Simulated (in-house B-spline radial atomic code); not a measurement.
Results of a calculation; reference values are marked as such.
Making a Troullier-Martins p channel for Co, r_c = 0.95 bohr

Co, [Ar] 3d7 4s2, non-relativistic LDA (VWN5), spherical and spin-unpolarised, from a B-spline radial code for spherical atoms (atomic units). The all-electron 3p level is ε = -2.388285 hartree, its outermost node lies just inside 0.29 bohr and its outer maximum at 0.68 bohr.

Inside r_c the pseudo-orbital is u(r) = r^2 exp(p(r)), with p = c0 + c2 r² + c4 r⁴ + … + c12 r¹². The seven coefficients follow from p and its first four derivatives at r_c, from zero curvature of the screened potential at the origin, c4 = −c2²/(2l + 5), and from the norm inside r_c. At r_c the all-electron orbital has P = 0.9786838, P' = -1.188624, the screened potential V = -3.991927, V' = 9.826394, V'' = -33.53135, and the norm inside is Q = 0.6982401.

**Question.** What are p, p' and p'' at r_c?

**Answer.** p = ln(P/r_c^2) = ln(0.9786838/0.9025) = 0.08104. p' = P'/P − 2/r_c = -1.21451 − 2.10526 = -3.31978. The radial equation gives p'' = 2(V − ε) − 2(2) p'/r_c − p'² = -3.20728 − (-13.97800) − 11.02091 = -0.25019. Differentiating, p''' = 2V' + 2(2)p'/r_c² − 2(2)p''/r_c − 2p'p'' = 4.3314, and p'''' = 2V'' − 4(2)p'/r_c³ + 4(2)p''/r_c² − 2(2)p'''/r_c − 2p''² − 2p'p''' = -27.908.

For a trial c2 the five matching conditions are linear in c0, c6, c8, c10 and c12, and c2 is varied until the norm inside r_c equals Q. The root nearest zero gives:

```csv
n,c_n
0,1.88913
2,-1.869416
4,-0.4992453
6,-0.4424083
8,2.134475
10,-1.780132
12,0.4824255
```

**Question.** Check c4 and p(r_c), and find the screened pseudopotential at the origin.

**Answer.** −c2²/7 = -0.499245, as listed. The terms c_n r_c^n are 1.88913, -1.68715, -0.40664, -0.32521, 1.41605, -1.06583, 0.26068, which sum to 0.08104. Inverting the radial equation, V_l(r) = ε + 2 p'/r + (p'' + p'²)/2, so V_l(0) = ε + (2l + 3) c2 = -2.388285 + 5 × (-1.86942) = -11.7354 hartree, finite where the all-electron potential diverges.

Orbitals and screened potentials:

| r (bohr) | P | u | V all-electron | V pseudo |
| --- | --- | --- | --- | --- |
| 0.095 | -0.5478 | 0.05869 | -205.6 | -11.74 |
| 0.238 | -0.2792 | 0.3364 | -56.93 | -11.73 |
| 0.38 | 0.5294 | 0.7212 | -26.48 | -11.58 |
| 0.522 | 1.034 | 1.044 | -14.74 | -10.77 |
| 0.665 | 1.188 | 1.18 | -8.956 | -8.742 |
| 0.808 | 1.129 | 1.128 | -5.806 | -5.983 |
| 0.95 | 0.9787 | 0.9787 | -3.992 | -3.992 |

Logarithmic derivatives P'/P at R = 1.25 bohr, for energies E around ε:

| E − ε (hartree) | all-electron | pseudo |
| --- | --- | --- |
| -0.5 | -0.117178 | -0.118426 |
| -0.25 | -0.758055 | -0.758533 |
| -0.1 | -1.26625 | -1.26635 |
| 0 | -1.68217 | -1.68217 |
| 0.1 | -2.18366 | -2.18382 |
| 0.25 | -3.17087 | -3.17237 |
| 0.5 | -6.06636 | -6.08082 |

**Question.** With P(R) = 0.6268555 and a norm of 0.8928636 inside R, what slope in energy does norm conservation fix?

**Answer.** d(P'/P)/dE = −2 × (norm inside R)/P(R)² = -4.5444 per hartree·bohr at E = ε, for both atoms, since orbital and norm agree at R. Differences over ±0.1 hartree give -4.5870 (all-electron) and -4.5873 (pseudo), which also hold third-order terms. Half a hartree below ε the two curves differ by -0.0012.
